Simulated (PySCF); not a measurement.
Electron correlation in Br³⁺ (bromine, charge +3)

[Ar] 3d10 4s2 4p2, high-spin 3P determinant. Calculation: PySCF 2.14, in x2c-TZVPall; scalar relativity by spin-free X2C-1e. Frozen: [Ar] 3d10; 4 electrons correlated.

MP2 pair energies summed by pair of shells (mhartree):

```tsv
pair	energy	share (%)
4s-4p	-37.58	63.1
4s-4s	-16.09	27.0
4p-4p	-5.92	9.9
```

Total MP2 correlation energy: -59.59 mhartree.

Same-spin part -9.61 and opposite-spin part -49.98 mhartree; SCS-MP2 scales them by 1/3 and 6/5 to -63.18 mhartree.

```csv
level,correlation energy (mhartree)
CCSD,-75.69
(T),-1.39
CCSD(T),-77.08
```

Diagnostics: T1 = 0.0055, D1 = 0.0148, largest double amplitude 0.091.

Cost of the coupled-cluster step: 0.44 s of wall time on 1 thread of Neoverse-V2 (shared host), for 4 correlated electrons.
